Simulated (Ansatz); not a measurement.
The same path of C$_{3}$H$_{9}$NOSi (15 atoms, charge 0, multiplicity 1) was run twice with different band settings.

Theory: RHF/STO-3G in Ansatz 0.2.0.

Relaxed end points:

```xyz
15
Properties=species:S:1:pos:R:3
C 1.000 -1.909 1.275
C 0.949 -0.944 0.074
O -0.171 -0.066 0.275
C -0.382 0.899 -0.716
N 0.295 1.091 -1.783
Si -1.867 1.996 -0.342
H 1.834 -2.595 1.163
H 0.080 -2.483 1.335
H 1.124 -1.354 2.199
H 1.888 -0.382 0.012
H 0.842 -1.517 -0.855
H 1.084 0.412 -1.857
H -2.450 1.589 0.889
H -2.816 1.865 -1.393
H -1.432 3.347 -0.246
```

```xyz
15
Properties=species:S:1:pos:R:3
C 0.881 -2.024 1.163
C 0.961 -0.926 0.085
O -0.196 -0.087 0.237
C -0.307 0.981 -0.661
N 0.495 1.304 -1.601
Si -1.868 1.984 -0.343
H 1.740 -2.683 1.084
H -0.024 -2.611 1.037
H 0.870 -1.580 2.154
H 1.886 -0.351 0.212
H 0.988 -1.387 -0.910
H 1.306 0.648 -1.645
H -1.838 2.472 0.993
H -3.001 1.141 -0.515
H -1.917 3.067 -1.261
```

Common settings: movable images 9; climbing image yes; spring 5.0 eV/Å²; optimiser quadratic models (default); force threshold 0.03 eV/Å; iteration limit 60; end points relaxed.

| run | start path |
| --- | --- |
| 1 | through a guess of the saddle point |
| 2 | straight line |

What does each run give, and how far can it be trusted?

Run 1: converged after 12 iterations, highest image 0.000 eV above the first end. The highest image is an end point: on this band no image between the ends rises above it.
Run 2: converged after 5 iterations, highest image 0.000 eV above the first end. The highest image is an end point: on this band no image between the ends rises above it.
Limits of this set-up: minimal basis.
